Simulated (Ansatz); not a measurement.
Ansatz (a quantum-chemistry and plane-wave program) job for Cd(Me)(SMe) (C2H6CdS), SMILES C[S][Cd][CH3], PBE-D3(BJ)/def2-SVP. 

Ansatz 0.2 input:
```yaml
crystal:
  periodic: [false, false, false]
  atoms:
    - {symbol: Cd, position_ang: [-0.39384235, 0.29109241, 0.27410537]}
    - {symbol: C, position_ang: [-1.98709428, 1.62368049, 0.62491897]}
    - {symbol: H, position_ang: [-2.43968276, 1.41842682, 1.60709083]}
    - {symbol: H, position_ang: [-2.76048355, 1.50497162, -0.14897841]}
    - {symbol: H, position_ang: [-1.62796982, 2.66367270, 0.61174574]}
    - {symbol: S, position_ang: [1.39200455, -1.21446880, -0.06219522]}
    - {symbol: C, position_ang: [1.68100286, -1.09740618, -1.87317898]}
    - {symbol: H, position_ang: [0.80578071, -1.41675025, -2.45754427]}
    - {symbol: H, position_ang: [2.51025305, -1.78283785, -2.10076476]}
    - {symbol: H, position_ang: [1.98101073, -0.08606361, -2.18392313]}
basis:
  gaussian:
    orbitals: def2-SVP
hamiltonian:
  xc: pbe
  dispersion: d3bj
relax: {f_tol: 0.002, max_steps: 200}
```

Log of the run:

```
WARN ansatz: RAYON_NUM_THREADS=1 ignored (pool sized by the plan → 1); use --threads N
Functional definition: PBE
integrals: 0.05 GiB planned
1177 factors; their error is unknown
mean field: 0.28 GiB planned
mean field evaluation 1: about -17544.3355 eV, gradient 7.6e1 eV
mean field evaluation 2: about -17510.0102 eV, gradient 1.2e2 eV
mean field evaluation 4: about -17558.6534 eV, gradient 1.2e1 eV
mean field evaluation 8: about -17559.0867 eV, gradient 2.4e-1 eV
mean field evaluation 16: about -17559.0450 eV, gradient 1.4e-4 eV
mean field -17559.04501380 eV, -645.2830023090 hartree, gradient 4.6e-5 eV, S^2 0.000000; 0 other end points of the search recorded, 0 dependent functions left out
the calculation of the forces begins
reference -17559.04505904 eV, -645.2830039715 hartree; 27, 27 occupied and 80, 80 virtual orbitals, 1177 factors
relax step   1: F+E_penalty+E_count = -17559.24732244 eV  Δ(F+E_penalty+E_count) = +0.000e0 eV  max|allowed force component| = 2.240e-1 eV/Å  Δτ_max = 0.0000 Å  (26 SCF iters, accepted)
these checks for a lower state are left out or cut short: starts, cluster_reference, orbital_swaps, neighbouring_geometries, increment
integrals: 0.05 GiB planned
1177 factors; their error is unknown
mean field: 0.28 GiB planned
mean field -17559.05322027 eV, -645.2833038911 hartree, gradient 2.0e-5 eV, S^2 0.000000; 0 other end points of the search recorded, 0 dependent functions left out
the calculation of the forces begins
reference -17559.05326550 eV, -645.2833055533 hartree; 27, 27 occupied and 80, 80 virtual orbitals, 1177 factors
relax step   2: F+E_penalty+E_count = -17559.25476151 eV  Δ(F+E_penalty+E_count) = -7.439e-3 eV  max|allowed force component| = 6.150e-2 eV/Å  Δτ_max = 0.0177 Å  (30 SCF iters, accepted)
these checks for a lower state are left out or cut short: starts, cluster_reference, orbital_swaps, neighbouring_geometries, increment
integrals: 0.05 GiB planned
1177 factors; their error is unknown
mean field: 0.28 GiB planned
mean field evaluation 32: about -17559.0538 eV, gradient 2.0e-5 eV
mean field -17559.05377564 eV, -645.2833243005 hartree, gradient 2.0e-5 eV, S^2 0.000000; 0 other end points of the search recorded, 0 dependent functions left out
the calculation of the forces begins
reference -17559.05382086 eV, -645.2833259623 hartree; 27, 27 occupied and 80, 80 virtual orbitals, 1177 factors
relax step   3: F+E_penalty+E_count = -17559.25525344 eV  Δ(F+E_penalty+E_count) = -4.919e-4 eV  max|allowed force component| = 1.424e-2 eV/Å  Δτ_max = 0.0030 Å  (31 SCF iters, accepted)
these checks for a lower state are left out or cut short: starts, cluster_reference, orbital_swaps, neighbouring_geometries, increment
integrals: 0.05 GiB planned
1177 factors; their error is unknown
mean field: 0.28 GiB planned
mean field -17559.05386617 eV, -645.2833276275 hartree, gradient 9.3e-6 eV, S^2 0.000000; 0 other end points of the search recorded, 0 dependent functions left out
the calculation of the forces begins
reference -17559.05391139 eV, -645.2833292895 hartree; 27, 27 occupied and 80, 80 virtual orbitals, 1177 factors
relax step   4: F+E_penalty+E_count = -17559.25525944 eV  Δ(F+E_penalty+E_count) = -6.003e-6 eV  max|allowed force component| = 6.603e-3 eV/Å  Δτ_max = 0.0024 Å  (22 SCF iters, accepted)
these checks for a lower state are left out or cut short: starts, cluster_reference, orbital_swaps, neighbouring_geometries, increment
integrals: 0.05 GiB planned
1177 factors; their error is unknown
mean field: 0.28 GiB planned
mean field -17559.05384129 eV, -645.2833267133 hartree, gradient 1.1e-5 eV, S^2 0.000000; 0 other end points of the search recorded, 0 dependent functions left out
the calculation of the forces begins
reference -17559.05388652 eV, -645.2833283753 hartree; 27, 27 occupied and 80, 80 virtual orbitals, 1177 factors
relax step   5: F+E_penalty+E_count = -17559.25526544 eV  Δ(F+E_penalty+E_count) = -5.997e-6 eV  max|allowed force component| = 4.374e-3 eV/Å  Δτ_max = 0.0009 Å  (21 SCF iters, accepted)
these checks for a lower state are left out or cut short: starts, cluster_reference, orbital_swaps, neighbouring_geometries, increment
integrals: 0.05 GiB planned
1177 factors; their error is unknown
mean field: 0.28 GiB planned
mean field -17559.05384025 eV, -645.2833266752 hartree, gradient 6.0e-5 eV, S^2 0.000000; 0 other end points of the search recorded, 0 dependent functions left out
the calculation of the forces begins
reference -17559.05388548 eV, -645.2833283372 hartree; 27, 27 occupied and 80, 80 virtual orbitals, 1177 factors
relax step   6: F+E_penalty+E_count = -17559.25526602 eV  Δ(F+E_penalty+E_count) = -5.791e-7 eV  max|allowed force component| = 4.416e-4 eV/Å  Δτ_max = 0.0004 Å  (18 SCF iters, accepted)
integrals: 0.05 GiB planned
1177 factors; their error is unknown
mean field: 0.28 GiB planned
mean field evaluation 64: about -17559.0538 eV, gradient 1.9e-3 eV
mean field -17559.05384025 eV, -645.2833266752 hartree, gradient 6.0e-5 eV, S^2 0.000000; 1 other end points of the search recorded, 0 dependent functions left out
the calculation of the forces begins
reference -17559.05388548 eV, -645.2833283372 hartree; 27, 27 occupied and 80, 80 virtual orbitals, 1177 factors
Total energy: -17559.25531124 eV, -645.2907305974 hartree
Atom 0 at    -0.397690     0.295062     0.274872 Å, force    -0.000050     0.000059    -0.000172 eV/Å
Atom 1 at    -2.000811     1.634016     0.633305 Å, force    -0.000053     0.000024     0.000203 eV/Å
Atom 2 at    -2.451884     1.421906     1.622464 Å, force     0.000051    -0.000158    -0.000005 eV/Å
Atom 3 at    -2.777028     1.511939    -0.147050 Å, force     0.000065     0.000139     0.000008 eV/Å
Atom 4 at    -1.634755     2.678883     0.620558 Å, force    -0.000047    -0.000033    -0.000123 eV/Å
Atom 5 at     1.399358    -1.220409    -0.062561 Å, force    -0.000039     0.000041     0.000230 eV/Å
Atom 6 at     1.690953    -1.104952    -1.879671 Å, force    -0.000250     0.000118     0.000442 eV/Å
Atom 7 at     0.811934    -1.427700    -2.470573 Å, force     0.000205    -0.000063    -0.000103 eV/Å
Atom 8 at     2.526439    -1.796349    -2.104407 Å, force     0.000007     0.000034    -0.000336 eV/Å
Atom 9 at     1.994463    -0.088080    -2.195660 Å, force     0.000111    -0.000162    -0.000143 eV/Å
Dipole moment:    -0.229760     0.243806    -0.201471 e Å
```

The run converged.

Cost: around 17 core-seconds (rough).
